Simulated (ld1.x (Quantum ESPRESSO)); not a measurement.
Varying the TM potential for O (Z = 8)

Base potential:

O, norm-conserving Troullier–Martins (Kleinman–Bylander form), made with ld1.x (Quantum ESPRESSO) 7.5 (BLYP, fully relativistic). Core [He], reference 2s2 2p3 (charge +1). Waves: 2s (bound): rc 0.95 bohr; 2p (bound): rc 1.10 bohr. Local part: all-electron potential smoothed inside 0.85 bohr (lloc = -1). Core correction: none.

Open shells are filled in proportion to 2j + 1 (rel_dist='average').

All-electron outer shells of the reference configuration (BLYP, scalar-relativistic, ld1.x):

```
shell  level (eV)  outermost node (bohr)  outermost maximum (bohr)
   2s      -39.53                   0.28                      0.86
   2p      -24.46                      –                      0.78
```

Cutoffs, loose and tight: the cutoffs (Ry, on a coarse ladder) from which the occupation-weighted sum of valence levels, in a spherical-Bessel basis at the reference potential, stays within 10 and 1 mRy of its value at 400 Ry. They do not see the model core or the augmentation charge, which bear on the density cutoff. Test errors are all-electron minus pseudo excitation energies from the reference, over the configurations 2s2 2p4; 2s2 2p2; 2s2 2p1; 2s2 2p3.5; 2s2 2p0; 2s1 2p4; 2s2 2p4.3. A dash means not determined; rows that change the core or the reference have their own tests.

| change | outcome | cutoff, loose | cutoff, tight | bound ghosts | largest test error (meV) |
| --- | --- | --- | --- | --- | --- |
| base | generated | 100 Ry | 180 Ry | none | +914 |
| all radii scaled by about 0.93 (s 0.88, p 1.02 bohr); local potential all-electron potential smoothed inside 0.78 bohr (lloc = -1) | generated | 120 Ry | 200 Ry | none | +781 |
| all radii scaled by about 1.24 (s 1.18, p 1.36 bohr); local potential all-electron potential smoothed inside 1.06 bohr (lloc = -1) | generated | 70 Ry | 120 Ry | none | +1686 |

Problem. What comes out with this change to the base: all radii scaled by about 1.11 (s 1.06, p 1.22 bohr); local potential all-electron potential smoothed inside 0.94 bohr (lloc = -1)?

Solution. outcome: generated; cutoff, loose: 90 Ry; cutoff, tight: 140 Ry; bound ghosts: none; largest test error (meV): +1229.

Problem. What comes out with this change to the base: all radii scaled by about 1.36 (s 1.28, p 1.50 bohr); local potential all-electron potential smoothed inside 1.16 bohr (lloc = -1)?

Solution. outcome: generated; cutoff, loose: 60 Ry; cutoff, tight: 100 Ry; bound ghosts: none; largest test error (meV): +2295.

Problem. What comes out with this change to the base: all radii scaled by about 0.76 (s 0.72, p 0.84 bohr); local potential all-electron potential smoothed inside 0.64 bohr (lloc = -1)?

Solution. outcome: generated; cutoff, loose: 160 Ry; cutoff, tight: 260 Ry; bound ghosts: none; largest test error (meV): +626.

Reading the sweep of the scale of all radii (base = 1) (base included, trends over the rows without a ghost): The loose cutoff falls from 160 Ry at 0.76 to 60 Ry at 1.36. A larger radius leaves more room for a smooth pseudo-wave, so fewer plane waves are needed; a smaller one forces it to follow the all-electron wave where it bends sharply. The median size of the test errors (rows with all tests solved) rises from 15.5 meV at 0.76 to 44.8 meV at 1.36. More of the atom is replaced by a form fitted at one configuration, so other configurations suffer as the radius grows.
